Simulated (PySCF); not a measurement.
**Distorted geometries of [Sm(NH3)]3+**

[Sm(NH3)]3+ (singlet in the valence; each metal's 4f electrons, 5 of them, lie in its core potential, out of spins and levels). PySCF 2.14.0, RKS TPSS, Sm lcecp-1-SVP with ECP51, N def2-SVP, H def2-SVP; non-relativistic Hamiltonian with scalar-relativistic core potentials where named; density fitting; no spin-orbit coupling. Relaxed geometry:

```xyz
5

Sm    0.0000    0.0000   -0.1714
N     0.0000    0.0000    2.2257
H     0.9497    0.0000    2.6818
H    -0.4749    0.8224    2.6818
H    -0.4748   -0.8225    2.6818
```

Task: Order these distorted geometries by energy above the relaxed one, lowest first.
A.
```xyz
5

Sm    0.0305   -0.0520   -0.0165
N     0.0471   -0.0286    2.3120
H     0.9039    0.1054    2.5196
H    -0.5518    0.7925    2.7466
H    -0.4298   -0.8174    2.5380
```
B.
```xyz
5

Sm    0.0199    0.0548   -0.2074
N     0.0246   -0.0408    2.2520
H     0.9696    0.0804    2.5781
H    -0.5364    0.7518    2.7361
H    -0.4777   -0.8462    2.7409
```
C.
```xyz
5

Sm    0.0189   -0.0016   -0.1301
N    -0.0285   -0.0179    2.1875
H     0.9084   -0.0443    2.6794
H    -0.4227    0.8716    2.6800
H    -0.4760   -0.8079    2.6829
```

Result: C (0.09 eV), B (0.17 eV), A (1.29 eV).

Task: Which forces (eV/Å) act in the one that lies 0.09 eV up?

Result: 
```
Sm  -0.03 -0.03 -0.66
N    0.55  1.51  1.18
H    0.21 -0.01 -0.26
H    0.01 -0.97 -0.52
H   -0.74 -0.50  0.26
```
Forces carry noise of the integration grid, about 0.01 to 0.03 eV/Å.

No frequency check is given that shows the relaxed geometry to be a minimum. An lcecp potential fixes the number of 4f electrons, so in runs with it no electron can move into or out of that shell.
